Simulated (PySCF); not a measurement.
A structure optimised at PBE0-D3(BJ)/def2-SVP, used in a PySCF frequency run:

```xyz
7

In     0.2289    -0.4494     0.2818
Cl    -1.5439    -1.8822    -0.2869
Br    -0.0817     1.8300    -0.6487
C      1.8959    -1.0771     1.4646
H      2.5848    -0.2350     1.6060
H      2.4032    -1.9017     0.9453
H      1.5233    -1.4327     2.4350
```
Charge 0, spin multiplicity 1.

Write its SMILES and formula.

[CH3][In]([Cl])[Br], CH3BrClIn

What are its rotational constants (standard atomic weights)?

2.6082, 1.0683, 0.76156 GHz
